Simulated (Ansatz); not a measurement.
## Ansatz (development build ahead of 0.2.0) run

```yaml
crystal:
  periodic: [false, false, false]
  atoms:
    - { symbol: C, position_ang: [-0.82329, -0.76737, -0.75846] }
    - { symbol: C, position_ang: [-0.73408, -0.79829, 0.78789] }
    - { symbol: C, position_ang: [-0.79415, 0.82777, -0.7789] }
    - { symbol: C, position_ang: [-0.75852, 0.7355, 0.78858] }
    - { symbol: C, position_ang: [0.80435, -0.82345, -0.78004] }
    - { symbol: C, position_ang: [0.80453, -0.76019, 0.81865] }
    - { symbol: C, position_ang: [0.7873, 0.7773, -0.82924] }
    - { symbol: C, position_ang: [0.78632, 0.75045, 0.81978] }
    - { symbol: H, position_ang: [-1.39843, -1.44736, -1.3801] }
    - { symbol: H, position_ang: [-1.37998, -1.44939, 1.4044] }
    - { symbol: H, position_ang: [-1.44319, 1.45388, -1.42001] }
    - { symbol: H, position_ang: [-1.44968, 1.38246, 1.39866] }
    - { symbol: H, position_ang: [1.42114, -1.45719, -1.43772] }
    - { symbol: H, position_ang: [1.38246, -1.41663, 1.45267] }
    - { symbol: H, position_ang: [1.39981, 1.44108, -1.45338] }
    - { symbol: H, position_ang: [1.46146, 1.42228, 1.40109] }
basis:
  gaussian: { orbitals: def2-SVP }
hamiltonian:
  xc: pbe0
output:
  forces: true
```

The input is written out in the form of the current development build from the run's settings.

The run gave:

```
Converged                       : yes
Total energy                    : -308.88254 hartree
Spin squared of the determinant : 0.000
Stability test                  : minimum among restricted orbitals
```

Forces (eV/Å):
```json
{"atom": "C1", "Fx": "2.209", "Fy": "-0.043", "Fz": "-0.145"}
{"atom": "C2", "Fx": "-1.200", "Fy": "-0.187", "Fz": "0.033"}
{"atom": "C3", "Fx": "0.586", "Fy": "-1.728", "Fz": "0.167"}
{"atom": "C4", "Fx": "-1.056", "Fy": "1.988", "Fz": "0.350"}
{"atom": "C5", "Fx": "-1.139", "Fy": "1.520", "Fz": "0.320"}
{"atom": "C6", "Fx": "-0.236", "Fy": "-1.398", "Fz": "-1.607"}
{"atom": "C7", "Fx": "-0.634", "Fy": "-0.572", "Fz": "1.909"}
{"atom": "C8", "Fx": "0.885", "Fy": "1.689", "Fz": "-1.553"}
{"atom": "H9", "Fx": "-0.479", "Fy": "-0.094", "Fz": "-0.191"}
{"atom": "H10", "Fx": "0.191", "Fy": "0.196", "Fz": "0.020"}
{"atom": "H11", "Fx": "0.176", "Fy": "-0.082", "Fz": "0.351"}
{"atom": "H12", "Fx": "0.647", "Fy": "-0.549", "Fz": "-0.164"}
{"atom": "H13", "Fx": "-0.104", "Fy": "-0.001", "Fz": "0.181"}
{"atom": "H14", "Fx": "0.516", "Fy": "-0.225", "Fz": "0.384"}
{"atom": "H15", "Fx": "0.138", "Fy": "-0.128", "Fz": "0.032"}
{"atom": "H16", "Fx": "-0.500", "Fy": "-0.385", "Fz": "-0.087"}
```
